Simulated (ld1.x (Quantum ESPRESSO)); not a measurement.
# selenium (Se): TM pseudisation with LDA (PZ), scalar-relativistic reference atom.

```
Element                 : Se (Z = 34)
Generator               : ld1.x (Quantum ESPRESSO) 7.5
Type                    : norm-conserving Troullier–Martins (Kleinman–Bylander form)
Functional              : LDA (PZ)
Relativity              : scalar-relativistic
Frozen core             : [Ar] 3d10
Valence charge          : 6
Reference configuration : 4s2 4p4
Partial waves           : 4s (bound): rc 1.60 bohr; 4p (bound): rc 1.45 bohr
Local potential         : all-electron potential smoothed inside 1.15 bohr (lloc = -2)
Core correction         : none
```

Q: Estimate the cutoffs (Ry, on a coarse ladder) from which the occupation-weighted sum of valence levels, in a spherical-Bessel basis at the reference potential, stays within 10 and 1 mRy of its value at 400 Ry.

A: 45 Ry and 90 Ry.

Q: What does a ghost test show?

A: No extra level below or beside the all-electron valence levels (s, p, d, f tested).

Q: Tests: 4s2 4p3; 4s2 4p2; 4s2 4p1; 4s2 4p4.3; 4s1 4p5; 4s2 4p0; 4s1 4p4. Which has the largest error in its energy relative to the reference configuration, and how large is it?

A: 4s2 4p0, with +274 meV (all-electron minus pseudo) on +105.30 eV.
